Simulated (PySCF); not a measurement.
**CHO₂, SMILES `O[C]=O` (O–C–O–H torsion 0°) (charge 0, multiplicity 2)**

All values below come from PySCF with PBE-D3(BJ)/def2-TZVP // CAM-B3LYP-D3(BJ)/def2-TZVP.

The highest occupied spin orbital is -5.57 eV. The dipole moment comes out as 1.98 D, the total energy comes out as -188.9848 Ha and the cost is about 80 core-seconds (a rough figure).

```xyz
4

O      1.3146    -0.4416    -0.0084
C      0.5506     0.4527     0.0120
O     -0.7678     0.4537     0.0097
H     -1.0974    -0.4649    -0.0132
```
Charge 0, spin multiplicity 2.
